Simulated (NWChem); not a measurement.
The numbers come from NWChem runs, not from measurements. System: HIOPb, charge 0, spin multiplicity 1, at a geometry optimised with PBE0/def2-SVP with def2 effective core potentials on I, Pb. The structure started from a generated list of species. Level: PBE0/def2-TZVPD with def2 effective core potentials on I, Pb.

Job file:

```
start mol
memory heap 200 mb stack 900 mb global 1100 mb
geometry units angstroms nocenter noautoz
  Pb     0.596072     0.840207     0.000000
  I     -1.325296    -1.237482     0.000000
  O      2.281381    -0.422740     0.000000
  H      3.111719     0.071468     0.000000
  symmetry group Cs
end
basis spherical
  * library def2-tzvpd
end
ecp
  I library def2-ecp
  Pb library def2-ecp
end
dft
  xc pbe0
  semidirect memsize 60000000 filesize 0
  iterations 100
end
task dft energy
```

Part of the output:

```
             Northwest Computational Chemistry Package (NWChem) 7.3.0
             --------------------------------------------------------

                                NWChem Input Module
                                -------------------

 Scaling coordinates for geometry "geometry" by  1.889725989
 (inverse scale =  0.529177249)

 Turning off AUTOSYM since
 SYMMETRY directive was detected!

                             Geometry "geometry" -> ""
                             -------------------------

 Output coordinates in angstroms (scale by  1.889725989 to convert to a.u.)

  No.       Tag          Charge          X              Y              Z
 ---- ---------------- ---------- -------------- -------------- --------------
    1 Pb                  82.0000     0.59607200     0.84020700     0.00000000
    2 I                   53.0000    -1.32529600    -1.23748200     0.00000000
    3 O                    8.0000     2.28138100    -0.42274000     0.00000000
    4 H                    1.0000     3.11171900     0.07146800     0.00000000

 Effective nuclear repulsion energy (a.u.)    1065.1282227382

            Nuclear Dipole moment (a.u.)
            ----------------------------
        X                 Y               Z
 ---------------- ---------------- ----------------
    -0.0000321253    -0.0000453534     0.0000000000

      Symmetry information
      --------------------

 Group name             Cs
 Group number              2
 Group order               2
 No. of unique centers     4

      Symmetry unique atoms

     1    2    3    4


 Summary of "ao basis" -> "" (spherical)
 ------------------------------------------------------------------------------
       Tag                 Description            Shells   Functions and Types
 ---------------- ------------------------------  ------  ---------------------
 *                         def2-tzvpd                 on all atoms

                                 NWChem DFT Module
                                 -----------------

 Summary of "ao basis" -> "ao basis" (spherical)
 ------------------------------------------------------------------------------
[...]
 Vector   28  Occ=2.000000D+00  E=-2.630141D-01  Symmetry=a'
              MO Center= -9.7D-01, -1.0D+00, -6.5D-15, r^2= 3.3D+00
   Bfn.  Coefficient  Atom+Function         Bfn.  Coefficient  Atom+Function
  ----- ------------  ---------------      ----- ------------  ---------------
    74      0.440795  2 I  py                68     -0.360855  2 I  py
    71      0.283868  2 I  py                73     -0.285150  2 I  px
    67      0.231861  2 I  px                77      0.216876  2 I  py
    70     -0.182900  2 I  px                 6     -0.154628  1 Pb s
     5     -0.142704  1 Pb s                 76     -0.136966  2 I  px

 Vector   29  Occ=0.000000D+00  E=-1.023235D-01  Symmetry=a"
              MO Center=  5.0D-01,  7.8D-01,  2.4D-14, r^2= 4.3D+00
   Bfn.  Coefficient  Atom+Function         Bfn.  Coefficient  Atom+Function
  ----- ------------  ---------------      ----- ------------  ---------------
    19      0.528722  1 Pb pz                13     -0.395209  1 Pb pz
    22      0.364934  1 Pb pz                16      0.315943  1 Pb pz
    75     -0.152052  2 I  pz               124     -0.136759  3 O  pz
    78     -0.129212  2 I  pz                69      0.126093  2 I  pz
   130     -0.116476  3 O  pz               127     -0.115868  3 O  pz

 Vector   30  Occ=0.000000D+00  E=-4.822062D-02  Symmetry=a'
              MO Center=  5.5D-01,  8.5D-01, -5.8D-15, r^2= 8.0D+00
   Bfn.  Coefficient  Atom+Function         Bfn.  Coefficient  Atom+Function
  ----- ------------  ---------------      ----- ------------  ---------------
     7      0.505019  1 Pb s                 17      0.324291  1 Pb px
    18      0.282142  1 Pb py                63     -0.275488  2 I  s
     5     -0.265556  1 Pb s                  6     -0.266493  1 Pb s
    20      0.232052  1 Pb px                11     -0.225073  1 Pb px
    74      0.219871  2 I  py                12     -0.211136  1 Pb py

 Vector   31  Occ=0.000000D+00  E=-2.914493D-02  Symmetry=a'
              MO Center=  7.7D-01,  9.5D-01, -1.2D-14, r^2= 7.5D+00
   Bfn.  Coefficient  Atom+Function         Bfn.  Coefficient  Atom+Function
  ----- ------------  ---------------      ----- ------------  ---------------
    20      0.475723  1 Pb px                 6      0.472292  1 Pb s
    21     -0.433026  1 Pb py                17      0.340553  1 Pb px
    18     -0.334230  1 Pb py               121     -0.292906  3 O  s
   131      0.235304  3 O  px               120     -0.228921  3 O  s
    12      0.192648  1 Pb py                 5      0.171979  1 Pb s

 center of mass
 --------------
 x =  -0.02462324 y =   0.05916420 z =   0.00000000

 moments of inertia (a.u.)
 ------------------
        1227.266611063058       -1061.398132757404           0.000000000000
       -1061.398132757404        1391.754641546196           0.000000000000
           0.000000000000           0.000000000000        2619.021252609255

     Multipole analysis of the density
     ---------------------------------

     L   x y z        total         alpha         beta         nuclear
     -   - - -        -----         -----         ----         -------
     0   0 0 0     -0.000000    -28.000000    -28.000000     56.000000

     1   1 0 0      0.596413     -0.971643     -0.971643      2.539699
     1   0 1 0      1.834674     15.811163     15.811163    -29.787652
     1   0 0 1     -0.000000     -0.000000     -0.000000      0.000000

     2   2 0 0    -45.643005   -206.815711   -206.815711    367.988417
     2   1 1 0      3.370036    -77.817254    -77.817254    159.004545
     2   1 0 1      0.000000      0.000000      0.000000      0.000000
     2   0 2 0    -44.650354   -120.975248   -120.975248    197.300142
     2   0 1 1     -0.000000     -0.000000     -0.000000      0.000000
     2   0 0 2    -43.486502    -21.743251    -21.743251      0.000000

 Task  times  cpu:       12.3s     wall:       12.3s

 Total times  cpu:       12.3s     wall:       12.3s
```
